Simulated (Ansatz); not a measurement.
Consider the ligand exchange at a Ge–C bond: `F[CH2][GeH2][Cl]` + HBr → `[Cl][GeH2][Br]` + fluoromethane.

Program: Ansatz. Geometries: PBE0-D4/def2-TZVP. ΔE: electronic, gas phase. CBS: MP2 limit from def2 TZ/QZ plus the TZ coupled-cluster correction, frozen cores. This one scheme is used for every species. DFT in def2-TZVPP. B3LYP here is the variant with VWN-RPA as its local correlation; programs differ in this. For Br, Ge outer-core shells are correlated without core-valence functions, which leaves a few kJ/mol of doubt a bond. Scalar relativity is left out up to krypton. Each species was taken in one conformer, which may not be the lowest.

`F[CH2][GeH2][Cl]`:

Cartesian coordinates in Å:
```
F 0.414 1.559 -1.134
C 0.828 0.620 -0.211
Ge -0.689 -0.490 0.375
Cl -1.213 -1.800 -1.254
H 1.597 -0.008 -0.668
H 1.261 1.141 0.649
H -0.275 -1.383 1.554
H -1.924 0.360 0.691
```

HBr:

Cartesian coordinates in Å:
```
Br 0.409 0.560 -0.155
H -0.409 -0.560 0.155
```

`[Cl][GeH2][Br]`:

Z-matrix (Å, degrees):
```
Ge
Cl 1 2.141
Br 1 2.293 2 108.7
H 1 1.529 2 108.0 3 117.3
H 1 1.529 2 108.0 3 -117.3
```

`CF`:

```xyz
5

C     0.051    0.029   -0.018
F    -1.094   -0.623    0.382
H     0.837   -0.145    0.720
H    -0.156    1.099   -0.094
H     0.362   -0.359   -0.990
```

**Question.** Is it downhill or uphill in electronic energy at CCSD(T)/CBS, and by how much? (Best estimate.)

**Answer.** Ansatz gave: Downhill: ΔE = -107.0 kJ/mol.

**Question.** What do these levels give: PBE-D4, PBE0-D4, B3LYP-D4, r2SCAN, CCSD(T)/def2-TZVPP, SCS-MP2/def2-QZVPP? (Estimate.)

**Answer.** Computed: PBE-D4 -104.1, PBE0-D4 -109.3, B3LYP-D4 -109.4, r2SCAN -109.2, CCSD(T)/def2-TZVPP -104.7, SCS-MP2/def2-QZVPP -111.7 kJ/mol.

Largest T1 diagnostic among the species: 0.010.

From PBE to PBE0 (25 % exact exchange), in def2-TZVPP and without D4, ΔE moves by −5.1 kJ/mol. In def2-TZVPP, CCSD(T) changes the Hartree–Fock value by +20.8 kJ/mol (the triples alone add +1.4 kJ/mol) and MP2 by +15.1 kJ/mol.
